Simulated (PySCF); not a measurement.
Compound: C5H5NSi.
SMILES with atom numbers: `[N:1]#[C:2][C:3]1=[CH:4][CH:5]=[CH:6][SiH2:7]1` (hydrogens: H8 on C4; H9 on C5; H10 on C6; H11, H12 on Si7)

Computed with PBE0-D3(BJ)/def2-SVP geometry optimisation, gas phase (PySCF).

Task: List the bond lengths, angles and torsions at this level.

Result: 
```csv
bond,length (Å),order
N1≡C2,1.162,triple
C2–C3,1.414,single
C3=C4,1.359,double
C4–C5,1.471,single
C5=C6,1.351,double
C6–Si7,1.873,single
C3–Si7,1.891,single
C4–H8,1.095,single
C5–H9,1.095,single
C6–H10,1.092,single
"Si7–H11, Si7–H12",1.491,single
```

Bonds in one row agree within 0.01 Å and their mean is given. Orders are formal, as drawn. A selection of angles:
```csv
angle,degrees
N1–C2–C3,177.9
C2–C3–C4,124.5
C2–C3–Si7,128.6
C4–C3–Si7,106.9
C3–C4–C5,116.8
C3–C4–H8,122.7
C5–C4–H8,120.5
C4–C5–C6,117.2
C4–C5–H9,119.3
C6–C5–H9,123.5
C5–C6–Si7,107.5
C5–C6–H10,122.3
Si7–C6–H10,130.2
C6–Si7–H11,114.4
C3–Si7–C6,91.7
C3–Si7–H11,112.7
H11–Si7–H12,109.8
```

Dihedral angles: C2–C3–C4–C5 180° (antiperiplanar); C3–C4–C5–C6 0° (synperiplanar); C4–C5–C6–Si7 0° (synperiplanar); C5–C6–Si7–C3 0° (synperiplanar); C2–C3–Si7–C6 180° (antiperiplanar).

Si7 (SiH2 silicon) has angles from 91.7° to 114.5°. The 4 C–C bonds span 1.351 Å (C5=C6, drawn double) to 1.471 Å (C4–C5, drawn single), a spread of 0.120 Å. The 7 heavy atoms lie in one plane (0.001 Å rms). The 5-membered ring C3–C4–C5–C6–Si7 has internal angles of 91.7° to 117.2° (sum 540°, against 540° for a flat polygon); it is planar, 0.00 Å rms from its mean plane, widest ring torsion 0°.

Point group: Cs (tolerance 0.08 Å). PBE0-D3(BJ)/def2-SVP frequencies: not computed here.

Time: 75 s; peak memory 0.49 GiB. Hardware: an Arm Neoverse N1 with one thread, shared host with 64 logical CPUs at a one-minute load of 17. That covers the optimisation of the geometry.
